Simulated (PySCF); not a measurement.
# Worked example: entropy of an ideal gas

SbHF2, SMILES [F][SbH][F].

The structure is a stationary point at B3LYP-D3(BJ)/def2-TZVP. The def2 effective core potentials stand for the cores of Sb; spin–orbit coupling is left out.

PySCF 2.14.0 with B3LYP-D3(BJ)/def2-TZVP gives the harmonic wavenumbers 199, 605, 619, 648, 680, 1891 cm⁻¹ and the rotational temperatures 0.4752, 0.3030, 0.1938 K. The molar mass is 160.76 g/mol, the symmetry number 1, the spin multiplicity 1.

Problem. Work out the entropy at 298.15 K and 1 atm in the rigid-rotor, harmonic-oscillator model.

Solution. 
Translation (Sackur–Tetrode at 1 atm): S = R[1.5 ln M + 2.5 ln T − 1.16487] = 172.1 J/(mol K).
Rotation: q = (√π/σ) T^1.5/√(θA θB θC) = 54600, S = R[ln q + 3/2] = 103.2 J/(mol K).
Vibration: with u = 1.4388 ν/T, each mode gives R[u/(e^u − 1) − ln(1 − e^−u)]:
```tsv
ν (cm⁻¹)	modes	u	S (J/(mol K))
199	1	0.96	8.96
605	1	2.92	1.85
619	1	2.99	1.75
648	1	3.13	1.57
680	1	3.28	1.38
1891	1	9.13	0.01
```
These are all the modes. Sum 15.5 J/(mol K).
Spin: R ln 1 = 0.0 J/(mol K).
Total 290.8 J/(mol K); the program's own thermochemistry gives 290.8. Translation makes up 59 % and vibration 5 %. Anharmonicity, hindered rotation and orbital degeneracy are left out.
